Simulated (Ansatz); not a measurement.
Isolated molecules relaxed with PBE0-D4/def2-TZVP in Ansatz; ΔE leaves out vibrations. CCSD(T)/CBS is the MP2 limit (def2-TZVPP, def2-QZVPP) plus CCSD(T) − MP2 in def2-TZVPP, frozen cores. This one scheme is used for every species. DFT in def2-TZVPP. HSE06 is defined as in plane-wave codes. Elements past krypton have def2 core potentials. For Br, In outer-core shells are correlated without core-valence functions, which leaves a few kJ/mol of doubt a bond. Scalar relativity is left out up to krypton.

Consider the ligand exchange at the In–F bond: `[F][In]([F])[Br]` + HBr → `[F][In]([Br])[Br]` + H–F.

`[F][In]([F])[Br]`:

```xyz
4

F    -0.384   -1.794    0.711
In   -0.044   -0.052   -0.034
F    -0.926    0.253   -1.718
Br    1.354    1.594    1.041
```

HBr:

```xyz
2

Br    0.689   -0.159    0.063
H    -0.689    0.159   -0.063
```

`[F][In]([Br])[Br]`:

```xyz
4

F     1.405   -1.409   -0.196
In    0.049   -0.049   -0.007
Br   -2.142   -0.540   -0.926
Br    0.687    1.997    1.129
```

H–F:

Cartesian coordinates in Å:
```
F -0.114 -0.404 0.187
H 0.114 0.404 -0.187
```

```json
{"level": "PBE-D4", "ΔE (kJ/mol)": "-77.7", "difference from CCSD(T)/CBS": "9.4"}
{"level": "revPBE-D4", "ΔE (kJ/mol)": "-75.5", "difference from CCSD(T)/CBS": "11.6"}
{"level": "r2SCAN-D4", "ΔE (kJ/mol)": "-78.6", "difference from CCSD(T)/CBS": "8.5"}
{"level": "PBE0-D4", "ΔE (kJ/mol)": "-88.2", "difference from CCSD(T)/CBS": "-1.1"}
{"level": "HSE06-D4", "ΔE (kJ/mol)": "-88.9", "difference from CCSD(T)/CBS": "-1.8"}
{"level": "CAM-B3LYP-D4", "ΔE (kJ/mol)": "-75.0", "difference from CCSD(T)/CBS": "12.1"}
{"level": "PBE", "ΔE (kJ/mol)": "-75.0", "difference from CCSD(T)/CBS": "12.1"}
{"level": "revPBE", "ΔE (kJ/mol)": "-72.8", "difference from CCSD(T)/CBS": "14.3"}
{"level": "PBE0", "ΔE (kJ/mol)": "-85.6", "difference from CCSD(T)/CBS": "1.5"}
{"level": "RPA@PBE/def2-TZVPP", "ΔE (kJ/mol)": "-76.0", "difference from CCSD(T)/CBS": "11.1"}
{"level": "HF/def2-SVP", "ΔE (kJ/mol)": "-84.8", "difference from CCSD(T)/CBS": "2.3"}
{"level": "CCSD/def2-SVP", "ΔE (kJ/mol)": "-73.5", "difference from CCSD(T)/CBS": "13.6"}
{"level": "CCSD(T)/def2-SVP", "ΔE (kJ/mol)": "-72.9", "difference from CCSD(T)/CBS": "14.2"}
{"level": "HF/def2-TZVPP", "ΔE (kJ/mol)": "-88.7", "difference from CCSD(T)/CBS": "-1.6"}
{"level": "MP2/def2-TZVPP", "ΔE (kJ/mol)": "-90.4", "difference from CCSD(T)/CBS": "-3.3"}
{"level": "SCS-MP2/def2-TZVPP", "ΔE (kJ/mol)": "-83.5", "difference from CCSD(T)/CBS": "3.6"}
{"level": "CCSD(T)/CBS", "ΔE (kJ/mol)": "-87.1", "difference from CCSD(T)/CBS": "0"}
```

Largest T1 diagnostic among the species: 0.014.

At CCSD(T), def2-SVP lies +14.2 kJ/mol from the extrapolated value and def2-TZVPP +3.2 kJ/mol. From BLYP to BHLYP (50 % exact exchange), in def2-TZVPP and without D4, ΔE moves by −17.9 kJ/mol. The D4 term adds −4.5 kJ/mol with B3LYP and −2.5 kJ/mol with PBE0; it sums over pairs of atoms, weighted by their polarisabilities, and B3LYP, whose exchange is more repulsive, gets the larger term.

B3LYP here is the variant with VWN-RPA as its local correlation; programs differ in this.
